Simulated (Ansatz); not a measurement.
`C[O][Zr]([Cl])([NH]C(C)C)[O]C` + `O/C=N/[SiH3]` → `C[O][Zr]([OH])([NH]C(C)C)[O]C` + `[SiH3]/N=C/Cl`  (redistribution)

Gas-phase electronic energies from Ansatz, PBE0-D4/def2-TZVP geometries. CCSD(T)/CBS is the MP2 limit (def2-TZVPP, def2-QZVPP) plus CCSD(T) − MP2 in def2-TZVPP, frozen cores. Double bonds are as drawn, so ΔE can hold a change between cis and trans. Functionals use def2-TZVPP. def2 core potentials past Kr. For Zr outer-core shells are correlated without core-valence functions, which leaves a few kJ/mol of doubt a bond. Each species was taken in one conformer, which may not be the lowest.

`C[O][Zr]([Cl])([NH]C(C)C)[O]C`:

```xyz
24

C     2.741    0.036    1.379
O     1.527   -0.550    1.051
Zr   -0.160   -1.241    0.467
Cl    0.232   -3.299   -0.701
N    -1.098    0.081   -0.755
C    -0.626    0.800   -1.925
C    -0.712    2.307   -1.727
C     0.795    0.372   -2.251
O    -1.383   -1.509    1.906
C    -2.001   -1.777    3.123
H     2.716    0.434    2.399
H     3.550   -0.699    1.315
H     2.972    0.861    0.695
H    -2.055    0.333   -0.535
H    -1.258    0.533   -2.785
H    -0.398    2.841   -2.628
H    -1.736    2.613   -1.496
H    -0.071    2.616   -0.897
H     1.154    0.866   -3.155
H     1.475    0.640   -1.435
H     0.855   -0.708   -2.418
H    -2.274   -2.834    3.188
H    -1.336   -1.538    3.960
H    -2.912   -1.178    3.224
```

`O/C=N/[SiH3]`:

```xyz
9

O     0.155   -0.169    2.433
C    -0.244   -0.165    1.159
N     0.513    0.119    0.200
Si    0.041    0.137   -1.462
H     1.091    0.079    2.431
H    -1.304   -0.441    1.102
H    -1.397   -0.229   -1.639
H     0.264    1.498   -2.011
H     0.881   -0.829   -2.213
```

`C[O][Zr]([OH])([NH]C(C)C)[O]C`:

Cartesian coordinates in Å:
```
C -1.464 -0.781 -2.969
O -0.942 -0.025 -1.934
Zr -0.319 0.952 -0.390
O -1.868 1.502 0.650
N 0.943 -0.219 0.720
C 0.761 -1.528 1.315
C -0.627 -2.050 0.979
C 0.976 -1.492 2.822
O 0.766 2.465 -0.875
C 1.277 3.641 -1.404
H -2.558 -0.705 -2.997
H -1.075 -0.440 -3.936
H -1.200 -1.839 -2.853
H -2.435 1.669 1.395
H 1.861 0.153 0.939
H 1.491 -2.234 0.888
H -0.771 -2.120 -0.103
H -0.787 -3.043 1.403
H -1.395 -1.385 1.389
H 0.244 -0.828 3.290
H 1.974 -1.116 3.064
H 0.876 -2.488 3.262
H 1.230 3.633 -2.499
H 2.326 3.767 -1.111
H 0.716 4.510 -1.042
```

`[SiH3]/N=C/Cl`:

```xyz
8

Si   -0.842   -0.640   -0.645
N    -0.222    0.672    0.316
C     0.934    0.766    0.748
Cl    1.465    2.126    1.707
H     0.196   -1.678   -0.907
H    -1.976   -1.242    0.095
H    -1.317   -0.072   -1.928
H     1.764    0.066    0.614
```

CCSD(T)/CBS gives +22.8 kcal/mol.

(1) Another level gave +23.4 kcal/mol. Which?
A. BLYP/def2-TZVPP
B. LDA (SPW92)/def2-TZVPP
C. CAM-B3LYP-D4/def2-TZVPP
D. PBE-QIDH/def2-TZVPP

Largest T1 diagnostic among the species: 0.015.

Results:

(1) C. CAM-B3LYP-D4 23.4, PBE-QIDH 25.6, LDA (SPW92) 24.4, BLYP 20.9 kcal/mol.

Leaving LDA and LC-ωPBE aside and taking each functional with its dispersion term where it has one, the values, not all of them listed here, spread over 4.5 kcal/mol, from BLYP-D4 to r2SCAN0-D4. LDA lies +1.6 kcal/mol from PBE without D4. From PBE to PBE0 (25 % exact exchange), in def2-TZVPP and without D4, ΔE moves by +1.9 kcal/mol. In def2-TZVPP, CCSD(T) changes the Hartree–Fock value by −3.5 kcal/mol (the triples alone add −0.1 kcal/mol) and MP2 by −3.4 kcal/mol.
